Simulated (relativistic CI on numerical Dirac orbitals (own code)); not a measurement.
Cu3+ (3d8) in a crystal field

Calculated by Dirac-Coulomb-Breit CI, separate exchange-only KLI orbitals for each configuration, a model potential for QED, valence Slater integrals scaled by 0.75, one configuration in a parametric crystal field (own radial code).

Field parameters in Wybourne normalisation: Oh B⁴₀ = 21Dq, B⁴₄ = √(5/14) B⁴₀. The field is a parameter set, without covalency.

S is read from ⟨S²⟩ = S(S + 1).

Levels (cm⁻¹, degeneracy): 0 (3), 16958 (2), 31207 (1), 33585 (2), 33589 (3), 34055 (3), 34306 (1), 45508 (3), 45516 (1), 45541 (3), 45621 (2), 50638 (3).

(1) Which field gives this pattern?
A. Oh, 10Dq = 33800 cm⁻¹
B. Oh, 10Dq = 20600 cm⁻¹
C. Oh, 10Dq = 7400 cm⁻¹
D. Oh, 10Dq = 4100 cm⁻¹

Answers

(1) A. Oh, 10Dq = 33800 cm⁻¹, ground level with S = 1.00.
